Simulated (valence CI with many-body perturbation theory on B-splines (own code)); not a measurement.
# Energy levels of Pr XLVII

Computed by relativistic CI+MBPT: three valence electrons over a frozen Dirac-Fock core [Ne], radial functions for each j: 11 s, 11 p, 9 d, 7 f, 5 g, 2 h, 1 i, with the one-electron correlation potential Σ1 (screened to all orders), the two-electron term Σ2, the three-electron term Σ3, Breit, model QED; selected single and double excitations, second order for the rest (own B-spline code, finite nucleus).

No measured spectrum was set against this ion. As an estimate, large intervals hold to a few tenths of a per cent, small ones and those within an open d or f shell to about a per cent.

Levels 1 to 45 of 68, with energies above the lowest level, (3s^2 3p1/2) J=1/2. "Leading %" is the weight of the configuration and term that name the level; weights of strongly mixed levels are sums over their largest components and can fall short. In the jj column 3d3/2^4 stands for four electrons in 3d with j = 3/2. Lifetimes count E1, E2, E3, M1 and M2 decay at the calculated energies, and are blank where another channel may lead or the interval is too uncertain; long ones can be off by a factor of two.

| No. | Configuration | Term | J | E (eV) | Leading % | Lifetime | Second component | g | Leading jj |
| --- | --- | --- | --- | --- | --- | --- | --- | --- | --- |
| 1 | 3s2.3p | 2P° | 1/2 | 0.00 | 99 |  |  | 0.655 | 3s^2 3p1/2 (99 %) |
| 2 | 3s.3p2 | 4P | 1/2 | 116.68 | 61 | 58.7 ps | 27 % 3s.3p2 2S | 2.235 | 3s 3p1/2^2 (96 %) |
| 3 | 3s2.3p | 2P° | 3/2 | 124.94 | 99 | 108 ns |  | 1.326 | 3s^2 3p3/2 (99 %) |
| 4 | 3s.3p2 | 4P | 3/2 | 220.92 | 91 | 437 ps | 6 % 3s.3p2 2D | 1.657 | 3s 3p1/2 3p3/2 (99 %) |
| 5 | 3s.3p2 | 2D | 5/2 | 233.79 | 55 | 148 ps | 42 % 3s.3p2 4P | 1.362 | 3s 3p1/2 3p3/2 (96 %) |
| 6 | 3s.3p2 | 2D | 3/2 | 250.84 | 58 | 6.02 ps | 24 % 3s.3p2 2P | 0.945 | 3s 3p1/2 3p3/2 (83 %) |
| 7 | 3s.3p2 | 2P | 1/2 | 258.97 | 71 | 1.81 ps | 25 % 3s.3p2 4P | 1.208 | 3s 3p1/2 3p3/2 (95 %) |
| 8 | 3s2.3d | 2D | 3/2 | 299.05 | 83 | 1.40 ps | 8 % 3s.3p2 2P | 0.835 | 3s^2 3d3/2 (83 %) |
| 9 | 3s2.3d | 2D | 5/2 | 318.98 | 86 | 14.0 ps | 12 % 3s.3p2 4P | 1.242 | 3s^2 3d5/2 (86 %) |
| 10 | 3s.3p2 | 4P | 5/2 | 359.81 | 45 | 4.66 ps | 44 % 3s.3p2 2D | 1.373 | 3s 3p3/2^2 (86 %) |
| 11 | 3p3 | 2P° | 3/2 | 368.20 | 35 | 6.64 ps | 24 % 3p3 2D° | 1.223 | 3p1/2^2 3p3/2 (77 %) |
| 12 | 3s.3p.3d | 4F° | 3/2 | 382.20 | 76 | 18.7 ps | 13 % 3s.3p.3d 2D° | 0.556 | 3s 3p1/2 3d3/2 (88 %) |
| 13 | 3s.3p2 | 2S | 1/2 | 384.41 | 69 | 2.58 ps | 16 % 3s.3p2 2P | 1.867 | 3s 3p3/2^2 (97 %) |
| 14 | 3s.3p2 | 2P | 3/2 | 389.65 | 65 | 1.29 ps | 27 % 3s.3p2 2D | 1.198 | 3s 3p3/2^2 (96 %) |
| 15 | 3s.3p.3d | 4F° | 5/2 | 391.47 | 51 | 75.5 ps | 22 % 3s.3p.3d 2F° | 1.043 | 3s 3p1/2 3d3/2 (94 %) |
| 16 | 3s.3p.3d | 4D° | 1/2 | 410.95 | 65 | 1.90 ps | 28 % 3s.3p.3d 2P° | 0.365 | 3s 3p1/2 3d3/2 (96 %) |
| 17 | 3s.3p.3d | 4D° | 3/2 | 413.21 | 43 | 1.74 ps | 24 % 3s.3p.3d 4P° | 1.317 | 3s 3p1/2 3d3/2 (81 %) |
| 18 | 3s.3p.3d | 4P° | 5/2 | 421.01 | 37 | 8.69 ps | 28 % 3s.3p.3d 4D° | 1.347 | 3s 3p1/2 3d5/2 (97 %) |
| 19 | 3s.3p.3d | 4F° | 7/2 | 429.13 | 52 | 13.7 ps | 24 % 3s.3p.3d 2F° | 1.251 | 3s 3p1/2 3d5/2 (94 %) |
| 20 | 3s.3p.3d | 2F° | 5/2 | 437.61 | 46 | 9.63 ps | 17 % 3s.3p.3d 2D° | 1.067 | 3s 3p1/2 3d5/2 (92 %) |
| 21 | 3s.3p.3d | 2D° | 3/2 | 441.04 | 40 | 3.55 ps | 28 % 3s.3p.3d 2P° | 1.158 | 3s 3p1/2 3d5/2 (70 %) |
| 22 | 3p3 | 2D° | 5/2 | 490.14 | 70 | 3.29 ps | 17 % 3s.3p.3d 2F° | 1.137 | 3p1/2 3p3/2^2 (70 %) |
| 23 | 3p3 | 2D° | 3/2 | 494.59 | 45 | 1.48 ps | 40 % 3p3 4S° | 1.344 | 3p1/2 3p3/2^2 (84 %) |
| 24 | 3p3 | 2P° | 1/2 | 503.68 | 84 | 2.22 ps | 14 % 3s.3p.3d 2P° | 0.670 | 3p1/2 3p3/2^2 (84 %) |
| 25 | 3s.3p.3d | 4D° | 3/2 | 518.42 | 42 | 2.28 ps | 40 % 3s.3p.3d 4P° | 1.334 | 3s 3p3/2 3d3/2 (98 %) |
| 26 | 3s.3p.3d | 4D° | 5/2 | 519.34 | 50 | 1.81 ps | 19 % 3s.3p.3d 4F° | 1.266 | 3s 3p3/2 3d3/2 (83 %) |
| 27 | 3s.3p.3d | 4P° | 1/2 | 519.44 | 86 | 2.67 ps | 12 % 3s.3p.3d 4D° | 2.298 | 3s 3p3/2 3d3/2 (97 %) |
| 28 | 3s.3p.3d | 4D° | 7/2 | 522.13 | 40 | 2.84 ps | 38 % 3s.3p.3d 4F° | 1.285 | 3s 3p3/2 3d3/2 (79 %) |
| 29 | 3p2.3d | 4F | 3/2 | 526.44 | 38 | 10.1 ps | 27 % 3p2.3d 2D | 0.762 | 3p1/2^2 3d3/2 (98 %) |
| 30 | 3s.3p.3d | 4F° | 9/2 | 531.19 | 100 | 126 ns |  | 1.326 | 3s 3p3/2 3d5/2 (100 %) |
| 31 | 3s.3p.3d | 2D° | 3/2 | 540.04 | 62 | 1.63 ps | 26 % 3s.3p.3d 4P° | 1.011 | 3s 3p3/2 3d3/2 (60 %) |
| 32 | 3s.3p.3d | 2D° | 5/2 | 548.99 | 44 | 4.34 ps | 38 % 3s.3p.3d 4P° | 1.337 | 3s 3p3/2 3d5/2 (94 %) |
| 33 | 3s.3p.3d | 2F° | 5/2 | 555.55 | 71 | 1.06 ps | 12 % 3s.3p.3d 2D° | 0.940 | 3s 3p3/2 3d3/2 (88 %) |
| 34 | 3s.3p.3d | 2P° | 1/2 | 558.00 | 71 | 1.01 ps | 19 % 3s.3p.3d 4D° | 0.610 | 3s 3p3/2 3d3/2 (82 %) |
| 35 | 3s.3p.3d | 2F° | 7/2 | 558.31 | 79 | 4.33 ps | 18 % 3s.3p.3d 4D° | 1.190 | 3s 3p3/2 3d5/2 (83 %) |
| 36 | 3s.3p.3d | 2P° | 3/2 | 558.36 | 41 | 2.27 ps | 41 % 3s.3p.3d 2D° | 1.165 | 3s 3p3/2 3d5/2 (55 %) |
| 37 | 3p2.3d | 2D | 5/2 | 563.68 | 28 | 6.79 ps | 23 % 3p2.3d 4D | 1.194 | 3p1/2^2 3d5/2 (95 %) |
| 38 | 3s.3p.3d | 2F° | 7/2 | 571.21 | 74 | 2.17 ps | 18 % 3s.3p.3d 4D° | 1.195 | 3s 3p3/2 3d5/2 (95 %) |
| 39 | 3s.3p.3d | 2P° | 1/2 | 579.68 | 84 | 2.70 ps | 10 % 3p3 2P° | 0.683 | 3s 3p3/2 3d5/2 (82 %) |
| 40 | 3s.3p.3d | 2P° | 3/2 | 586.55 | 80 | 1.55 ps | 6 % 3s.3p.3d 2D° | 1.303 | 3s 3p3/2 3d5/2 (96 %) |
| 41 | 3s.3p.3d | 2D° | 5/2 | 588.60 | 63 | 1.42 ps | 20 % 3s.3p.3d 2F° | 1.118 | 3s 3p3/2 3d5/2 (90 %) |
| 42 | 3p2.3d | 2F | 5/2 | 632.32 | 53 | 4.85 ps | 35 % 3p2.3d 4F | 0.931 | 3p1/2 3p3/2 3d3/2 (91 %) |
| 43 | 3p2.3d | 4F | 3/2 | 638.29 | 39 | 2.63 ps | 29 % 3p2.3d 2P | 0.929 | 3p1/2 3p3/2 3d3/2 (97 %) |
| 44 | 3p3 | 2P° | 3/2 | 638.67 | 47 | 912 fs | 28 % 3p3 2D° | 1.247 | 3p3/2^3 (88 %) |
| 45 | 3p2.3d | 4D | 1/2 | 640.40 | 81 | 2.48 ps | 15 % 3p2.3d 2P | 0.161 | 3p1/2 3p3/2 3d3/2 (99 %) |

The ionisation energy to 3s2 1S_0 of the next ion comes out as 3834.1 eV (NIST: 3832 ± 4 eV (theoretical)). All 68 levels together are meant to be complete up to 742.40 eV.
